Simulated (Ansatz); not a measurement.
Calculated with Ansatz (gas phase, PBE0-D4/def2-TZVP geometries, no zero-point term in ΔE). CBS: MP2 limit from def2 TZ/QZ plus the TZ coupled-cluster correction, frozen cores. Functionals use def2-TZVPP. For Mg outer-core shells are correlated without core-valence functions, which leaves a few kJ/mol of doubt a bond. Each species was taken in one conformer, which may not be the lowest.

Consider the substitution at a C–C bond: `CC([SiH3])(Cl)Cl` + `[OH][Mg][O][SiH3]` → `C[O][Mg][O][SiH3]` + `[SiH3]C(Cl)Cl`.

```
         level  ΔE (kcal/mol)
       BLYP-D4           15.5
CCSD/CBS(def2)           17.0
```

**Question.** What does CCSD(T)/CBS give? (Best estimate.)

**Answer.** The calculation gave: +17.9 kcal/mol. The listed levels differ from it by -2.4, -0.9 kcal/mol.

Largest T1 diagnostic among the species: 0.011.

Leaving LDA and LC-ωPBE aside and taking each functional with its dispersion term where it has one, the values, not all of them listed here, spread over 2.0 kcal/mol, from BLYP-D4 to PBE-QIDH. LDA lies +2.8 kcal/mol from PBE without D4. In def2-TZVPP, CCSD(T) changes the Hartree–Fock value by +5.5 kcal/mol (the triples alone add +0.9 kcal/mol) and MP2 by +7.9 kcal/mol.
